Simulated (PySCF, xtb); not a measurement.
CH3BiCl2, SMILES [CH3][Bi]([Cl])[Cl].

Harmonic wavenumbers (cm⁻¹) from xtb 6.7.1 with GFN2-xTB at its own minimum, in rising order: 46, 87, 120, 128, 282, 301, 527, 772, 774, 1272, 1467, 1475, 3094, 3106, 3126.

Problem. What does PBE-D3(BJ)/def2-SVP run with PySCF give at its own minimum? (The exact figures need the calculation; the answer reports its results.)

Solution. 33, 94, 121, 130, 316, 324, 455, 706, 710, 1130, 1362, 1368, 2987, 3112, 3127. Paired by order, the mean absolute difference is 50 cm⁻¹ and the zero-point energies are 23.7 and 22.8 kcal/mol.
